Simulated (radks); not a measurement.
Trend from C2+ to Pb2+: ionisation energy by Delta-SCF between NIST ground configurations, and size. Method: Dirac Kohn-Sham, PBE, spin-unpolarised, spherical densities, finite nucleus; Fermi nuclear charge, rms radius of each element as measured or else 0.836 A^(1/3) + 0.57 fm; computed with a radial shooting solver on a logarithmic mesh with Libxc functionals.

species,configuration,IE (eV),NIST (eV),kind,-e(HOMO) (eV),outermost,<r> outermost (bohr)
C2+,[He] 2s2,48.194,47.888,exp.,40.378 (2s1/2),2s1/2,1.36
Si2+,[Ne] 3s2,33.971,33.493,exp.,28.535 (3s1/2),3s1/2,1.95
Ge2+,[Ar] 3d10 4s2,34.791,34.058,exp.,29.246 (4s1/2),4s1/2,1.94
Sn2+,[Kr] 4d10 5s2,30.970,30.506,exp.,26.085 (5s1/2),5s1/2,2.22
Pb2+,[Hg],32.392,31.937,exp.,27.419 (6s1/2),6s1/2,2.18

Reference values: NIST Atomic Spectra Database (measured). Spin polarisation and multiplet splitting are left out, so open shells lie too high by an amount that depends on their filling.

Beside tabulated values, note that spin-unpolarised runs miss the spin-polarisation part of the exchange energy of open shells.
